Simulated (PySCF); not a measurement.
B(OH) (BHO), SMILES [B]O (connectivity only; charge and spin as stated), neutral, multiplicity 1.

The structure is a stationary point at PBE0-D3(BJ)/def2-TZVPD. A frequency run showed that this geometry is not a minimum.

Method: PySCF with PBE0-D3(BJ)/def2-TZVPD.

Frequencies are harmonic and unscaled.

Modes within 1.5 cm⁻¹ of each other (mostly degenerate sets) share a row, with their intensities summed.

```csv
mode,ν (cm⁻¹),IR (km/mol),moving atoms (share of kinetic energy)
1–2,445i,336.7,"H 80 %, O 15 %"
3,1498,216.2,"B 61 %, O 36 %"
4,3985,215.1,H 93 %
```
